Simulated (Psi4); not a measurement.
Method: SAPT0/jun-cc-pVDZ, frozen core run with Psi4.

Psi4 input:

```
molecule {
0 1
C -0.48839258 -0.00727842 0.01115333
C 0.96541139 0.01428784 -0.02190177
N 2.11435038 0.03149242 -0.04827106
H -0.87360740 -0.61641143 -0.80679720
H -0.83643786 -0.42671819 0.95529838
H -0.88132392 1.00462778 -0.08948168
--
1 1
O 2.79296092 -3.00850226 -0.20683374
H 3.60868090 -3.55370976 -0.20718558
H 2.11868338 -3.31561069 -0.85001134
H 2.43101727 -2.84930806 0.69110778
units angstrom
symmetry c1
no_reorient
no_com
}
set basis jun-cc-pvdz
set scf_type df
set freeze_core true
energy('sapt0')
```

Part of the output:

```
    SAPT Results
  --------------------------------------------------------------------------------------------------------
    Electrostatics                -10.76966707 [mEh]      -6.75806812 [kcal/mol]     -28.27575700 [kJ/mol]
      Elst10,r                    -10.76966707 [mEh]      -6.75806812 [kcal/mol]     -28.27575700 [kJ/mol]

    Exchange                        2.31966025 [mEh]       1.45560879 [kcal/mol]       6.09026716 [kJ/mol]
      Exch10                        2.31966025 [mEh]       1.45560879 [kcal/mol]       6.09026716 [kJ/mol]
      Exch10(S^2)                   2.31618642 [mEh]       1.45342892 [kcal/mol]       6.08114660 [kJ/mol]

    Induction                      -3.25357471 [mEh]      -2.04164896 [kcal/mol]      -8.54225923 [kJ/mol]
      Ind20,r                      -4.43051082 [mEh]      -2.78018752 [kcal/mol]     -11.63230456 [kJ/mol]
      Exch-Ind20,r                  1.23385630 [mEh]       0.77425652 [kcal/mol]       3.23948927 [kJ/mol]
      delta HF,r (2)               -0.05692019 [mEh]      -0.03571796 [kcal/mol]      -0.14944394 [kJ/mol]

    Dispersion                     -0.95829202 [mEh]      -0.60133732 [kcal/mol]      -2.51599536 [kJ/mol]
      Disp20                       -1.06949973 [mEh]      -0.67112121 [kcal/mol]      -2.80797116 [kJ/mol]
      Exch-Disp20                   0.11120771 [mEh]       0.06978389 [kcal/mol]       0.29197580 [kJ/mol]
      Disp20 (SS)                  -0.53474987 [mEh]      -0.33556061 [kcal/mol]      -1.40398558 [kJ/mol]
      Disp20 (OS)                  -0.53474987 [mEh]      -0.33556061 [kcal/mol]      -1.40398558 [kJ/mol]
      Exch-Disp20 (SS)              0.06184495 [mEh]       0.03880829 [kcal/mol]       0.16237389 [kJ/mol]
      Exch-Disp20 (OS)              0.04936276 [mEh]       0.03097560 [kcal/mol]       0.12960191 [kJ/mol]

  Total HF                        -11.70358153 [mEh]      -7.34410829 [kcal/mol]     -30.72774907 [kJ/mol]
  Total SAPT0                     -12.66187355 [mEh]      -7.94544561 [kcal/mol]     -33.24374444 [kJ/mol]
```
